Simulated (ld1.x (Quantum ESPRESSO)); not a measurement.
# Co, RRKJ: configuration errors across variants

* Element: Co (Z = 27)
* Generator: ld1.x (Quantum ESPRESSO) 7.5
* Type: norm-conserving RRKJ (Kleinman–Bylander form)
* Functional: PBEsol
* Relativity: scalar-relativistic
* Frozen core: [Ar]
* Valence charge: 9
* Reference configuration: 3d7 4s1.5 4p0 (charge +0.5)
* Partial waves: 4p (bound, empty): rc 0.85 bohr; 3d (bound): rc 1.55 bohr; 4s (bound): rc 1.60 bohr
* Local potential: the s channel
* Core correction: none
* rho0: 0.001

All-electron excitation energies from the reference (eV): (1) 3d7 4s2 4p0 -3.613; (2) 3d7 4s1 4p0 5.433; (3) 3d7 4s0 4p0 22.130; (4) 3d5 4s0 4p0 113.281; (5) 3d7 4s0 4p2 5.403.

For the base: The 4p radius (0.85 bohr) lies inside the outermost node of the all-electron wave (1.05 bohr), which a nodeless pseudo-wave cannot match soundly.

Tests that are not counted but printed errors over 1 eV. “base”: 3d7 4s1 4p1 (solver errors, printed error -646 eV); 3d6 4s2 4p1 (solver errors, printed error -596 eV). “all radii scaled by about 0.88 (s 1.40, p 0.74, d 1.36 bohr)”: 3d7 4s0 4p2 (solver errors, printed error -750 eV); 3d7 4s1 4p1 (solver errors, printed error -662 eV); 1 more. “wave 4s (bound): rc 1.60 bohr becomes 4s (bound): rc 1.80 bohr”: 3d7 4s1 4p1 (solver errors, printed error -646 eV); 3d6 4s2 4p1 (solver errors, printed error -597 eV). “wave 3d (bound): rc 1.55 bohr becomes 3d (bound): rc 2.00 bohr”: 3d6 4s2 4p1 (solver errors, printed error -562 eV). “wave 4p (bound): rc 0.85 bohr becomes 4p (bound): rc 0.72 bohr”: 3d7 4s1 4p1 (solver errors, printed error -650 eV); 3d6 4s2 4p1 (solver errors, printed error -597 eV).

3 further variants failed, have other tests or another functional or relativity, and are left out.

A true bound ghost makes a file unfit for plane-wave use even where its test errors are small: the radial tests pick states by their node count and pass the ghost by. Where a test does run into it, the solver fails or the error is huge.

Errors AE − PS in meV (a dash: test not solved or not reliable):

```tsv
change	(1)	(2)	(3)	(4)	(5)	bound ghosts
base	+1.0	+1.0	+39	-1036	+5857	p
all radii scaled by about 0.88 (s 1.40, p 0.74, d 1.36 bohr)	+2.3	+3.1	+49	-1460	–	p
wave 4s (bound): rc 1.60 bohr becomes 4s (bound): rc 1.80 bohr	+0.5	+0.3	+31	-991	+5958	p
wave 3d (bound): rc 1.55 bohr becomes 3d (bound): rc 2.00 bohr	+2.1	+2.1	+38	+665	+5845	p
wave 4p (bound): rc 0.85 bohr becomes 4p (bound): rc 0.72 bohr	+1.0	+1.0	+39	-1036	+5865	p
```

(1) Give the same row for: core correction a·sin(br)/r model core inside 0.98 bohr.

## Answers

(1) +0.4, -0.8, -13, -1677, –; bound ghosts: p. Not counted: 3d7 4s0 4p2 (solver errors, printed error -743 eV); 3d6 4s2 4p1 (solver errors, printed error -713 eV); 1 more.
